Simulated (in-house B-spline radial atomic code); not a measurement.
BP86 excitations of the boron ion B³⁺

Method: BP86. Computed with an all-electron radial atomic-structure program (B-spline basis): linear response of the closed shell 1s2 with the functional's adiabatic kernel; non-relativistic, point nucleus, no spin-orbit coupling, no double excitations, S, P, D and F terms only.

Command:
```bash
python run_td.py task.json out
```
Settings (radii: box in bohr, nucleus in fm):
```
Z                        5
electrons                2
configuration            1s2
hamiltonian              nr
method                   b88,p86
box_radius               23.08
intervals                47
```

Run time, properties included: 1 thread of Intel(R) Xeon(R) Platinum 8488C (Sapphire Rapids), on a shared host.

The lowest states, in the order of their Tamm-Dancoff energies; the method's threshold (minus the highest occupied level) is 231.64 eV. Labels give the largest channel, * marks a mixed state, and oscillator strengths are full-response dipole values. Semilocal kernels can invert the small singlet-triplet splittings of Rydberg terms. Energies in eV:

```json
{"state": "1s → 2s 3S", "full response": "188.69", "Tamm-Dancoff": "188.70", "oscillator strength": "-"}
{"state": "1s → 2s 1S", "full response": "192.07", "Tamm-Dancoff": "192.15", "oscillator strength": "-"}
{"state": "1s → 2p 3P", "full response": "193.58", "Tamm-Dancoff": "193.60", "oscillator strength": "-"}
{"state": "1s → 2p 1P", "full response": "?", "Tamm-Dancoff": "?", "oscillator strength": "?"}
{"state": "1s → 3s 3S", "full response": "214.93", "Tamm-Dancoff": "214.94", "oscillator strength": "-"}
{"state": "1s → 3s 1S", "full response": "215.77", "Tamm-Dancoff": "215.78", "oscillator strength": "-"}
{"state": "1s → 3p 3P", "full response": "216.24", "Tamm-Dancoff": "216.24", "oscillator strength": "-"}
{"state": "1s → 3p 1P", "full response": "216.75", "Tamm-Dancoff": "216.75", "oscillator strength": "0.107"}
{"state": "1s → 3d 1D", "full response": "217.16", "Tamm-Dancoff": "217.16", "oscillator strength": "-"}
{"state": "1s → 3d 3D", "full response": "?", "Tamm-Dancoff": "?", "oscillator strength": "-"}
{"state": "1s → 4s 3S", "full response": "222.75", "Tamm-Dancoff": "222.75", "oscillator strength": "-"}
{"state": "1s → 4s 1S", "full response": "223.06", "Tamm-Dancoff": "223.06", "oscillator strength": "-"}
{"state": "1s → 4p 3P", "full response": "223.26", "Tamm-Dancoff": "223.27", "oscillator strength": "-"}
{"state": "1s → 4p 1P", "full response": "223.46", "Tamm-Dancoff": "223.46", "oscillator strength": "0.0394"}
{"state": "1s → 4d 1D", "full response": "223.67", "Tamm-Dancoff": "223.67", "oscillator strength": "-"}
{"state": "1s → 4d 3D", "full response": "223.68", "Tamm-Dancoff": "223.68", "oscillator strength": "-"}
```

Problem. Where does 1s → 3d 3D lie?

Solution. At 217.19 eV in full response, 217.19 eV in Tamm-Dancoff.

Problem. Where does 1s → 2p 1P lie?

Solution. At 195.49 eV in full response, 195.51 eV in Tamm-Dancoff, oscillator strength 0.475.

Problem. How large is the singlet-triplet splitting of 1s → 2s (S terms) in Tamm-Dancoff?

Solution. 3.45 eV, from the unrounded values.

Problem. What polarisabilities and dispersion coefficient does the method give?

Solution. Dipole 0.02038 bohr³, quadrupole 0.003741 bohr⁵, C6 0.002728 hartree·bohr⁶ for two such species.
